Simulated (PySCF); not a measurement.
Isomers of C7H11FN2, mass 142.091 u with the commonest isotopes. Method used: PBE0/pcSseg-1 in PySCF (dipole) on a GFN2-xTB geometry, gas phase. One conformer each, none proved a minimum here; rigid rotors.

**Question.** Order these by rotational constant C, smallest first.
A. `[CH3:1][CH2:2][c:3]1[cH:4][c:5]([F:6])[n:7][n:8]1[CH2:9][CH3:10]` with C1–C2–C3–C4 90°, N7–N8–C9–C10 88°
B. `[CH3:1][NH:2][CH2:3][C@@H:4]1[CH2:5][C@H:6]([C:7]#[N:8])[C@H:9]1[F:10]` with C1–N2–C3–C4 -178°, N2–C3–C4–C5 -78°, C3–C4–C5–C6 -132°, C4–C5–C6–C7 130°, C5–C6–C9–F10 -130°, C3–C4–C9–C6 133°
C. `[CH3:1]/[N:2]=[CH:3]\[C:4]1=[C:5]([F:6])[N:7]([CH3:8])[CH2:9][CH2:10]1` with N2–C3–C4–C5 -179°, C4–C5–N7–C8 -160°, C5–N7–C9–C10 15°, N7–C9–C10–C4 -14°, C3–C4–C10–C9 -173°
D. `[CH3:1][C:2]1=[N:3][N:4]([CH:5]2[CH2:6][CH2:7]2)[CH2:8][C@@H:9]1[F:10]` with N3–N4–C5–C6 66°

**Answer.** B (577.1 MHz), C (657.8 MHz), D (686.4 MHz), A (736.8 MHz).

**Question.** Order these by rotational constant A, smallest first.
A. `[CH3:1][C@@H:2]([NH2:3])[C@@H:4]1[CH2:5][C@H:6]([C:7]#[N:8])[C@H:9]1[F:10]` with C1–C2–N3–H 61° and -179°, C1–C2–C4–C5 174°, C2–C4–C5–C6 -132°, C4–C5–C6–C7 130°, C5–C6–C9–F10 -130°, C2–C4–C9–C6 132°
B. `[CH3:1][NH:2][CH2:3][C@@H:4]1[CH2:5][C@H:6]([C:7]#[N:8])[C@H:9]1[F:10]` with C1–N2–C3–C4 -178°, N2–C3–C4–C5 -78°, C3–C4–C5–C6 -132°, C4–C5–C6–C7 130°, C5–C6–C9–F10 -130°, C3–C4–C9–C6 133°
C. `[CH3:1][CH2:2][c:3]1[cH:4][c:5]([F:6])[n:7][n:8]1[CH2:9][CH3:10]` with C1–C2–C3–C4 90°, N7–N8–C9–C10 88°
D. `[CH3:1][C:2]1=[N:3][N:4]([CH:5]2[CH2:6][CH2:7]2)[CH2:8][C@@H:9]1[F:10]` with N3–N4–C5–C6 66°
E. `[CH3:1]/[N:2]=[CH:3]\[C:4]1=[C:5]([F:6])[N:7]([CH3:8])[CH2:9][CH2:10]1` with N2–C3–C4–C5 -179°, C4–C5–N7–C8 -160°, C5–N7–C9–C10 15°, N7–C9–C10–C4 -14°, C3–C4–C10–C9 -173°

**Answer.** C (1680 MHz), A (2063 MHz), B (2245 MHz), E (2741 MHz), D (2808 MHz).

**Question.** Order these by out-of-plane moment Σ m c² = (Ia + Ib − Ic)/2, smallest first.
A. `[CH3:1][NH:2][CH2:3][C@@H:4]1[CH2:5][C@H:6]([C:7]#[N:8])[C@H:9]1[F:10]` with C1–N2–C3–C4 -178°, N2–C3–C4–C5 -78°, C3–C4–C5–C6 -132°, C4–C5–C6–C7 130°, C5–C6–C9–F10 -130°, C3–C4–C9–C6 133°
B. `[CH3:1][C@@H:2]([NH2:3])[C@@H:4]1[CH2:5][C@H:6]([C:7]#[N:8])[C@H:9]1[F:10]` with C1–C2–N3–H 61° and -179°, C1–C2–C4–C5 174°, C2–C4–C5–C6 -132°, C4–C5–C6–C7 130°, C5–C6–C9–F10 -130°, C2–C4–C9–C6 132°
C. `[CH3:1][C:2]1=[N:3][N:4]([CH:5]2[CH2:6][CH2:7]2)[CH2:8][C@@H:9]1[F:10]` with N3–N4–C5–C6 66°
D. `[CH3:1][CH2:2][c:3]1[cH:4][c:5]([F:6])[n:7][n:8]1[CH2:9][CH3:10]` with C1–C2–C3–C4 90°, N7–N8–C9–C10 88°
E. `[CH3:1]/[N:2]=[CH:3]\[C:4]1=[C:5]([F:6])[N:7]([CH3:8])[CH2:9][CH2:10]1` with N2–C3–C4–C5 -179°, C4–C5–N7–C8 -160°, C5–N7–C9–C10 15°, N7–C9–C10–C4 -14°, C3–C4–C10–C9 -173°

**Answer.** E (7.74 u·Å²), C (24.43 u·Å²), D (37.80 u·Å²), A (50.43 u·Å²), B (60.76 u·Å²).

```csv
SMILES,point group,Ia (u·Å²),Ib (u·Å²),Ic (u·Å²),κ,μa (D),μb (D),μc (D)
CC1=NN(C2CC2)C[C@@H]1F,C1,180.01,605.15,736.29,-0.86,0.62,0.83,0.92
C/N=C\C1=C(F)N(C)CC1,C1,184.35,599.47,768.34,-0.82,4.19,3.24,0.28
CCc1cc(F)nn1CC,C1,300.83,460.70,685.93,-0.24,4.27,0.71,0.55
C[C@@H](N)[C@@H]1C[C@H](C#N)[C@H]1F,C1,244.92,606.44,729.84,-0.79,2.83,0.13,2.71
CNC[C@@H]1C[C@H](C#N)[C@H]1F,C1,225.14,751.39,875.66,-0.89,3.47,0.15,1.31
```
